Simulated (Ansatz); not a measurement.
H$_{5}$NO$_{2}$SSi, SMILES `N[Si](O)(O)S`, relaxed with RKS PBE0-D4/def2-TZVP in the Gaussian-basis code of Ansatz from a PBE-D4/def2-SVP geometry. The force threshold is 0.005 eV/Å; the program also tests the step.

Charge 0, multiplicity 1.

Start:

```xyz
10

N    -1.218    0.614    0.641
Si    0.060   -0.176   -0.211
O     0.825    1.105   -0.973
O    -0.564   -1.349   -1.226
S     1.483   -1.369    0.895
H    -1.733    0.098    1.358
H    -1.069    1.585    0.924
H     1.672    0.850   -1.378
H    -1.414   -1.067   -1.611
H     1.958   -0.291    1.582
```

Q: By how much does the energy fall, and how many steps does the optimiser take? (An estimate is asked.)

A: Ansatz gave: 8.60 kJ/mol, in 13 steps, 2 of them rejected.

Q: Which bonds change most? (Estimate.)

A: Ansatz gave: Si2–O4 from 1.672 to 1.636 Å; Si2–O3 from 1.676 to 1.639 Å; N1–Si2 from 1.727 to 1.698 Å; Si2–S5 from 2.162 to 2.136 Å.

Q: Give the relaxed structure. (Estimate.)

A: Ansatz gave: 
```xyz
10

N    -1.154    0.612    0.683
Si    0.058   -0.175   -0.208
O     0.785    1.068   -0.990
O    -0.571   -1.331   -1.179
S     1.483   -1.350    0.865
H    -1.714    0.115    1.355
H    -1.044    1.584    0.922
H     1.631    0.868   -1.394
H    -1.358   -1.080   -1.667
H     1.885   -0.310    1.615
```
